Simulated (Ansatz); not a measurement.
Species: sum formula InH2F (charge 0, singlet). 
Coordinates optimised at B3LYP-D3(BJ)/def2-TZVP (Ansatz, a quantum-chemistry and plane-wave program):
```xyz
4

F     -0.8615     1.4647     0.0100
In     0.1404    -0.2388    -0.0016
H     -0.9461    -1.5548     0.0089
H      1.8186     0.0714    -0.0191
```
Charge 0, spin multiplicity 1.

Basis-set convergence of Hartree-Fock and CCSD correlation energies (hartree) with Ansatz. Cores are frozen in the correlated levels unless marked. No spin-orbit coupling. The frozen core is the preceding noble-gas configuration, with the filled d and f shells of earlier blocks. Past Kr the def2 sets carry scalar-relativistic core potentials.

```csv
basis,functions,E(HF),"E(corr, CCSD)"
def2-SVPD,71,-289.73860,-0.28586
def2-TZVPPD,130,-289.86569,-0.35122
def2-QZVPPD,220,-289.87159,-0.37612
```

Extrapolating the two largest sets (X = 3 and 4) as X^-3: E(corr) = (64·(-0.37612) - 27·(-0.35122))/37 = -0.3943 Eh, an estimate of the basis-set limit. The largest set recovers 95.4 % of it, the smallest 72.5 %.
